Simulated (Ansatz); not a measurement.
Ga(SH)3 (GaH₃S₃), SMILES [SH][Ga]([SH])[SH].

The structure is a stationary point at PBE-D3(BJ)/def2-SVP. The structure was generated by enumeration; whether it is a known compound was not checked. One conformer was computed; it need not be the lowest.

Two levels are set side by side: PBE/def2-SVPD (Ansatz, a program for electronic structure) and CAM-B3LYP/def2-SVPD (Ansatz). Energy differences of separate SCF runs at the same geometry; the states with an electron removed or added have multiplicity 2 and 2. Differences are taken from unrounded values.

```
quantity                           CAM-B3LYP
---------------------------------  ---------
vertical ionisation energy (eV)         9.83
vertical singlet–triplet gap (eV)       5.14
```

Task: What does PBE give, and how far is it from CAM-B3LYP? (An estimate is asked for; the answer gives what the named calculation found.)

Result: 
```json
[
 {"quantity": "vertical ionisation energy (eV)", "PBE": "9.14", "PBE minus CAM-B3LYP": "-0.69"},
 {"quantity": "vertical singlet–triplet gap (eV)", "PBE": "4.32", "PBE minus CAM-B3LYP": "-0.82"}
]
```
